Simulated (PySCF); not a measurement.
Compound: C₆H₁₁OS (charge -1).
SMILES: `CC[C@@]1(OC)C[C@@H]1[S-]`

A PySCF run (density fitting, gas phase, GFN2-xTB geometry) gave HOMO 0.26 eV, LUMO 4.79 eV and E = -708.099 Eh.

Question: Which of these levels was it?
A. WP04/pcSseg-0
B. PBE0/pcSseg-1
C. PBE0/STO-3G
D. BP86/def2-SVPD

Answer: B. It is PBE0/pcSseg-1. All candidates on this geometry:

| level and settings | kind | basis functions | SCF cycles | E (Eh) | HOMO (eV) | LUMO (eV) |
| --- | --- | --- | --- | --- | --- | --- |
| BP86/def2-SVPD, fitting basis def2-qzvpp-jkfit | GGA | 258 | 13 | -708.3762 | 0.73 | 3.18 |
| WP04/pcSseg-0, level shift 0.1 Eh, fitting basis def2-universal-jkfit | global hybrid fitted to proton shifts | 98 | 11 | -718.9377 | -0.45 | 3.97 |
| PBE0/pcSseg-1, grid level 1 | global hybrid | 198 | 11 | -708.0992 | 0.26 | 4.79 |
| PBE0/STO-3G, start guess huckel | global hybrid | 55 | 19 | -699.7573 | 6.38 | 13.14 |

The nearest other candidate, by the summed differences of HOMO and LUMO, is WP04/pcSseg-0: its HOMO differs by -0.71 eV and its LUMO by -0.82 eV. WP04 was designed for NMR shieldings or shifts; total energies of different functionals aren't comparable. The HOMO energy is positive at BP86/def2-SVPD, PBE0/STO-3G and PBE0/pcSseg-1; such an orbital is held in place by the finite basis.

Shape of the structure used: `[CH3:1][CH2:2][C@@:3]1([O:4][CH3:5])[CH2:6][C@@H:7]1[S-:8]`: C1–C2–C3–O4 -61°, C2–C3–O4–C5 -93°.
